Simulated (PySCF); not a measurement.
2-bromobut-1-en-3-yne (C4H3Br), SMILES C#CC(=C)Br.

Geometry: B3LYP-D3(BJ)/def2-SVP.

Calculation: SMD-PBE0/6-31G* (PySCF).

Solvation free energies are E(SMD) − E(gas) at the gas-phase geometry, for 1 M in both phases. Bromine has the revised SMD18 radius of 2.60 Å. In vacuum the dipole moment is 1.62 D.

Computed solvation free energies in water, diethylether, N,N-dimethylformamide:
| solvent | ΔG(solv) (kcal/mol) | its non-electrostatic (CDS) part | dipole (D) |
|---|---|---|---|
| water | -1.0 | 3.9 | 2.23 |
| diethylether | -4.5 | -1.2 | 2.03 |
| N,N-dimethylformamide | -4.2 | 0.6 | 2.21 |
